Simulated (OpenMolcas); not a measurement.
Computed levels of 5d6 in ions with 74 electrons, in cm-1 above 5D4.

```
Program             : OpenMolcas
Method              : RASSCF
Basis               : ANO-RCC-VQZP
Scalar Hamiltonian  : DKH2, point nucleus
Spin-orbit coupling : state interaction with AMFI integrals over the reference wave functions, term energies averaged over their components
```

Active space for each ion: 12 electrons in 8 orbitals (RAS1 5p, at most 2 holes; RAS2 5d).

```json
{"Level": "5D3", "Ir3+": "6016", "Au5+": "9444"}
{"Level": "5D1", "Ir3+": "8984", "Au5+": "13224"}
{"Level": "5D0", "Ir3+": "9330", "Au5+": "13173"}
{"Level": "3H5", "Ir3+": "21970", "Au5+": "42764"}
{"Level": "3H6", "Ir3+": "22214", "Au5+": "27796"}
{"Level": "3F3(1)", "Ir3+": "24844", "Au5+": "31290"}
{"Level": "3F2(1)", "Ir3+": "25690", "Au5+": "32151"}
{"Level": "1S0", "Ir3+": "28749", "Au5+": "36854"}
{"Level": "3D1", "Ir3+": "31878", "Au5+": "40485"}
```

Estimate 5D0, 3H5, 3H6 for Pt4+ from its neighbours Ir3+ and Au5+.

5D0 is fine structure, which grows about as the fourth power of a screened charge, so the fourth roots are averaged: ((9330^0.25 + 13173^0.25) / 2)^4 = 11127. The calculation gives 11192, so the estimate is off by -0.6 %.
3H5 is another term, which grows about linearly with the charge: (21970 + 42764) / 2 = 32367. The calculation gives 24582, so the estimate is off by +31.7 %.
3H6 is another term, which grows about linearly with the charge: (22214 + 27796) / 2 = 25005. The calculation gives 24958, so the estimate is off by +0.2 %.

Mixed levels, with the weight of the term that names them: Ir3+ 3H5 (53 %), Ir3+ 3F3(1) (58 %), Ir3+ 1S0 (57 %), Ir3+ 3D1 (61 %), Pt4+ 3H5 (51 %), Pt4+ 3F3(1) (55 %), Pt4+ 3F2(1) (71 %), Pt4+ 1S0 (59 %), Pt4+ 3D1 (67 %), Au5+ 5D0 (71 %), Au5+ 3H5 (51 %), Au5+ 3F3(1) (51 %), Au5+ 3F2(1) (67 %), Au5+ 1S0 (59 %), Au5+ 3D1 (70 %).

Without dynamic correlation excited terms often stand tens of per cent too high (terms of higher spin than the ground term too low), and those without a measured partner can miss by more than the paired ones. Active for correlation alone: 5p; no level in the range computed is led by a configuration that opens it, so any true level of that kind is missing. Only configurations of the active space appear.

A number in round brackets counts repeated terms of one configuration in the order of the reference energies.
